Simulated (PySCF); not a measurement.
C3H6GeO, SMILES O=C1[CH2][GeH2][CH2]1. Atoms are numbered in the order given.

```xyz
11

O     -2.5331     0.3432     0.0000
C     -1.4107    -0.0911     0.0000
C     -0.4955    -0.3089    -1.2151
Ge     1.0428     0.0949     0.0000
C     -0.4955    -0.3089     1.2151
H     -0.7606     0.2836    -2.1004
H     -0.4526    -1.3776    -1.4860
H      2.2169    -0.8979     0.0000
H      1.5131     1.5580     0.0000
H     -0.4526    -1.3776     1.4860
H     -0.7606     0.2836     2.1004
```

Geometry: B3LYP-D3(BJ)/def2-SVP. The structure was generated by enumeration, and PubChem lists no compound with its InChIKey, so it may never have been made.

The numbers are results of PBE/pcSseg-1 run with PySCF, not measurements.

GIAO shieldings, no solvent; atoms listed in one row are averaged. δ = σ(ref) − σ: ¹⁷O against H2O (σ = 334.3 ppm); ¹³C against TMS (σ = 182.0 ppm); ⁷³Ge against GeH4 (σ = 1614.4 ppm); ¹H against TMS (σ = 31.49 ppm), references at their B3LYP-D3(BJ)/def2-TZVP geometries, non-relativistic.

Computed chemical shifts:
| nucleus | atoms | count | δ (ppm) |
|---|---|---|---|
| ¹⁷O | O1 | 1 | 644.6 |
| ¹³C | C2 | 1 | 200.7 |
| ¹³C | C3, C5 | 2 | 47.7 |
| ⁷³Ge | Ge4 | 1 | 89.3 |
| ¹H | H8 | 1 | 4.64 |
| ¹H | H9 | 1 | 4.53 |
| ¹H | H7, H10 | 2 | 3.51 |
| ¹H | H6, H11 | 2 | 2.85 |
